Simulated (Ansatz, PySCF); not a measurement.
H10N2Si3, SMILES N([SiH2]N)[SiH2][SiH3]. Atoms are numbered in the order given.

```xyz
15

N     -2.8852     0.7937    -0.4962
Si    -2.0234    -0.4209     0.3719
N     -0.4007     0.1286     0.6742
Si     1.1206    -0.6926     0.4491
Si     2.6047     0.7346    -0.6803
H     -3.8790     0.9187    -0.3462
H     -2.6085     1.0781    -1.4287
H     -1.8346    -1.7407    -0.3098
H     -2.8429    -0.6334     1.6060
H     -0.3417     1.0659     1.0672
H      0.8628    -1.9175    -0.3666
H      1.7605    -1.1291     1.7346
H      2.7274     2.0306     0.0620
H      2.0876     1.0392    -2.0518
H      3.9713     0.1368    -0.8064
```

Geometry optimised at PBE0-D3(BJ)/def2-SVP. This is a generated structure with no PubChem entry under its InChIKey; it may be hypothetical. Other conformers were not sampled.

Two levels are set side by side: PBE-D3(BJ)/def2-SVP (Ansatz, a quantum-chemistry and plane-wave program) and PBE0-D3(BJ)/def2-SVP (Ansatz). Each level has its own optimised geometry; the coordinates shown are those of the second. Frequencies come from the Hessian of PySCF at each geometry. Differences are taken from unrounded values.

```tsv
quantity	PBE0-D3(BJ)	PBE-D3(BJ)	PBE-D3(BJ) minus PBE0-D3(BJ)
mean bond length (Å)	1.506	1.517	0.011
bond N1–Si2 (Å)	1.724	1.738	0.015
bond Si2–N3 (Å)	1.740	1.752	0.013
bond N3–Si4 (Å)	1.743	1.757	0.013
bond Si4–Si5 (Å)	2.348	2.357	0.009
bond N1–H6 (Å)	1.013	1.022	0.009
bond N1–H7 (Å)	1.013	1.023	0.009
bond Si2–H8 (Å)	1.497	1.509	0.011
bond Si2–H9 (Å)	1.497	1.508	0.011
bond N3–H10 (Å)	1.018	1.027	0.009
bond Si4–H11 (Å)	1.494	1.504	0.010
bond Si4–H12 (Å)	1.501	1.512	0.011
bond Si5–H13 (Å)	1.499	1.509	0.010
bond Si5–H14 (Å)	1.497	1.507	0.010
bond Si5–H15 (Å)	1.497	1.507	0.011
highest harmonic wavenumber (cm⁻¹)	3722	3593	-129
mean harmonic wavenumber (cm⁻¹)	1148	1110	-38
zero-point energy (kcal/mol)	64.01	61.91	-2.10
```

GGA bonds tend to be longer and softer than those of functionals with exact exchange. Differences between two approximate levels are no errors against the true value.
